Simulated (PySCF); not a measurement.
**Radial density of Sc⁺ (scandium, charge +1)**

UHF, [Ar] 3d1 4s1, high-spin 3D determinant. Computed with PySCF 2.14 in jorge-DZP-DKH (8s6p2d1f, 43 functions), with scalar relativity by spin-free X2C-1e.

| r (bohr) | 4πr²ρ (e/bohr) | 4πr²(ρα − ρβ) |
| --- | --- | --- |
| 0.00129 | 0.1651 | 0.0001 |
| 0.00217 | 0.4195 | 0.0002 |
| 0.00365 | 1.052 | 0.0005 |
| 0.00614 | 2.555 | 0.0012 |
| 0.0103 | 5.826 | 0.0028 |
| 0.0174 | 11.89 | 0.0054 |
| 0.0292 | 20.08 | 0.0082 |
| 0.0492 | 24.88 | 0.0066 |
| 0.0827 | 20.72 | -0.0028 |
| 0.139 | 19.26 | 0.0009 |
| 0.234 | 26.37 | 0.0408 |
| 0.394 | 15.31 | 0.1198 |
| 0.662 | 7.028 | 0.4320 |
| 1.11 | 8.208 | 0.5835 |
| 1.87 | 2.127 | 0.5034 |
| 3.15 | 0.4739 | 0.4360 |
| 5.30 | 0.09821 | 0.0982 |
| 8.91 | 0.0007296 | 0.0007 |

Densities and radii are taken from the X2C orbitals without a picture-change correction, which distorts them close to the nucleus.

(1) Where is the radial spin density 4πr²(ρα − ρβ) most negative, and why is it negative at all?

## Answers

(1) Around r = 0.0827 bohr, down to -0.0028 e/bohr: exchange with the open shell polarises the paired shells in an unrestricted calculation.
